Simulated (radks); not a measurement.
Valence configurations of the palladium ion Pd2+ (all share [Kr]). All-electron calculation, Dirac Kohn-Sham, LDA (Slater exchange, Perdew-Wang correlation), spin-unpolarised, spherical densities, finite nucleus; open shells fill j = l - 1/2 first; Fermi nuclear charge, rms radius 4.5318 fm. Program: a radial shooting solver on a logarithmic mesh with Libxc functionals. Energies are relative to 4d8; eigenvalues in eV.

| valence | E (eV) | e(4d3/2) | e(4d5/2) | e(5p1/2) | e(5s1/2) |
|---|---|---|---|---|---|
| 4d8 | 0.000 | -27.855 | -27.324 | - | - |
| 4d7 5s1 | 7.738 | -31.678 | -31.112 | - | -22.334 |
| 4d7 5s0.5 5p0.5 | 10.919 | -32.234 | -31.666 | -16.328 | -22.704 |
| 4d6 5p2 | 31.252 | -37.750 | -37.141 | -18.392 | - |
| 4d7 5p1 | 14.116 | -32.781 | -32.211 | -16.648 | - |
| 4d6.5 5p1.5 | 22.286 | -35.260 | -34.670 | -17.543 | - |
| 4d7.5 5p0.5 | 6.708 | -30.314 | -29.764 | -15.678 | - |
| 4d6 5s1 5p1 | 24.409 | -36.717 | -36.112 | -17.843 | -24.643 |
| 4d7.5 5s0.5 | 3.616 | -29.748 | -29.200 | - | -21.477 |
| 4d6.5 5s1 5p0.5 | 15.680 | -34.193 | -33.607 | -16.950 | -23.516 |

NIST lists [Kr] 4d8 as the ground configuration; this level of theory agrees among the configurations tried. The energies are those of spherical spin-averaged densities, not of single terms.
